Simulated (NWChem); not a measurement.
Molecule: CHBr2F; SMILES FC(Br)Br

Program: NWChem. Medium grid unless said otherwise, to which SCAN and Minnesota functionals are sensitive. The geometry was optimised at PBE0/def2-SVP.

Q: Among these, which level gives the highest value of “dipole (D)”?
A) r2SCAN/def2-TZVPD
B) LDA (Slater exchange, VWN5)/def2-TZVPD
C) B3LYP/def2-TZVPD
D) Hartree-Fock/def2-TZVPD

A: D, Hartree-Fock/def2-TZVPD. Values: LDA (Slater exchange, VWN5)/def2-TZVPD 1.08; r2SCAN/def2-TZVPD 1.11; B3LYP/def2-TZVPD 1.12; Hartree-Fock/def2-TZVPD 1.29
